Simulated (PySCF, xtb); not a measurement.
Si(Cl)(SiH3) (ClH₃Si₂), SMILES [Si](Cl)[SiH3] (connectivity only; charge and spin as stated), neutral, multiplicity 1.

GFN2-xTB (xtb 6.7.1) at its own geometry gives an orbital gap of 1.69 eV and a dipole moment of 0.35 D.

Geometry: ωB97X-D3(BJ)/def2-TZVP.

What does ωB97X/def2-TZVPD (PySCF) give? (An estimate is asked for; the answer gives what the named calculation found.)

gap 7.50 eV (levels -8.67 and -1.17 eV), dipole 0.97 D.
